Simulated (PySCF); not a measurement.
**Exercise with solution: oscillator strength and radiative lifetime**

thionyl fluoride (F2OS), SMILES O=S(F)F.

Coordinates come from a B3LYP-D3(BJ)/def2-TZVP optimisation.

TDDFT-M06-2X/def2-SVPD in PySCF puts the first singlet state with f over 0.02 at 6.49 eV (vertical), with the transition dipole (0.000, 0.000, -0.447) in atomic units.

Question: Find the oscillator strength, the wavelength and the radiative lifetime that this transition would have in vacuum if emission retraced absorption.

Answer: 
|μ|² = 0.1998 au, so |μ| = 1.14 D. ΔE = 6.49/27.211 = 0.2385 hartree. f = (2/3) ΔE |μ|² = 0.032 (the program prints 0.032).
λ = 1239.84/6.49 = 191 nm; ν = 52345 cm⁻¹.
Einstein's coefficient A = 0.6670 ν² f s⁻¹ (ν in cm⁻¹) = 5.8e7 s⁻¹, so τ = 1/A = 17 ns. This state is S1. The figure is the radiative limit of this one transition; relaxation, internal conversion, crossing to triplets and a medium change what is measured.
